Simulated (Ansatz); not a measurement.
Correlation energies of C4H10Cl2GaN, SMILES `CC(C)(C)[NH][Ga]([Cl])[Cl]` by basis set

```xyz
18

C    -1.436    0.265   -0.132
C     0.045    0.057   -0.400
C     0.231   -1.095   -1.387
C     0.646    1.335   -0.983
N     0.735   -0.269    0.844
Ga    0.219   -0.453    2.553
Cl   -1.731   -0.238    3.369
Cl    1.769   -0.954    3.933
H    -1.601    1.088    0.569
H    -1.954    0.507   -1.061
H    -1.894   -0.635    0.284
H     1.292   -1.273   -1.578
H    -0.250   -0.873   -2.343
H    -0.201   -2.014   -0.986
H     0.172    1.593   -1.934
H     1.717    1.211   -1.165
H     0.513    2.169   -0.291
H     1.725   -0.421    0.708
```

Charge 0, multiplicity 1. Correlated methods include outer-core shells of Ga, which these sets cover unevenly. Scalar relativity is left out up to krypton. Geometry: relaxed with PBE0-D4/def2-TZVP. It is one conformer, not always the lowest. Frozen core, restricted reference, Ansatz 0.2.0.

```csv
basis,HF (Eh),MP2 corr.
def2-SVP,-3053.45172,-1.22196
def2-TZVPP,-3054.24803,-1.51340
def2-QZVPP,-3054.32324,-1.85827
```

Task: Estimate the CCSD correlation energy and the (T) correction in each basis where they were run (hartree).

Result: 
| basis | CCSD corr. | (T) |
| --- | --- | --- |
| def2-SVP | -1.29226 | -0.03881 |
| def2-TZVPP | -1.58158 | -0.06736 |
